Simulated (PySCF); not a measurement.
C2H9ClSi3, SMILES [SiH2]([Si@@H]1[SiH2]CC1)Cl. Atoms are numbered in the order given.

```xyz
15

Cl     2.5961     0.4547     1.1796
Si     1.3182    -1.0121     0.4045
Si    -0.1431     0.0279    -1.0984
C     -1.7706    -0.9931    -1.3055
C     -2.5422    -0.4508    -0.0613
Si    -1.7292     1.2903     0.0755
H      0.5526    -1.6064     1.5386
H      2.1634    -2.0816    -0.2000
H      0.5854     0.4663    -2.3254
H     -1.6935    -2.0914    -1.3509
H     -2.2642    -0.6637    -2.2357
H     -2.2673    -1.0277     0.8382
H     -3.6389    -0.4973    -0.1544
H     -1.4988     1.8365     1.4440
H     -2.4380     2.3134    -0.7498
```

Geometry: B3LYP-D3(BJ)/def2-SVP. The structure was generated by enumeration; whether it is a known compound was not checked. The values are those of a single conformer.

All values below come from PBE0/pcSseg-1 (PySCF).

GIAO shieldings, no solvent; atoms listed in one row are averaged. δ = σ(ref) − σ: ³⁵Cl against HCl (σ = 945.9 ppm); ²⁹Si against TMS (σ = 352.7 ppm); ¹³C against TMS (σ = 186.3 ppm); ¹H against TMS (σ = 31.56 ppm), references at their B3LYP-D3(BJ)/def2-TZVP geometries, non-relativistic (without spin–orbit terms, shifts of atoms bonded to Cl or Br come out too high).

Computed chemical shifts:
```
nucleus     atoms  count  δ (ppm)
-------  --------  -----  -------
³⁵Cl          Cl1      1    -94.7
²⁹Si          Si2      1    -15.2
²⁹Si          Si6      1    -44.3
²⁹Si          Si3      1    -48.9
¹³C            C5      1     13.9
¹³C            C4      1     13.4
¹H             H8      1     5.79
¹H             H7      1     5.67
¹H       H14, H15      2     4.88
¹H             H9      1     4.82
¹H            H11      1     1.87
¹H       H12, H13      2     1.78
¹H            H10      1     1.58
```
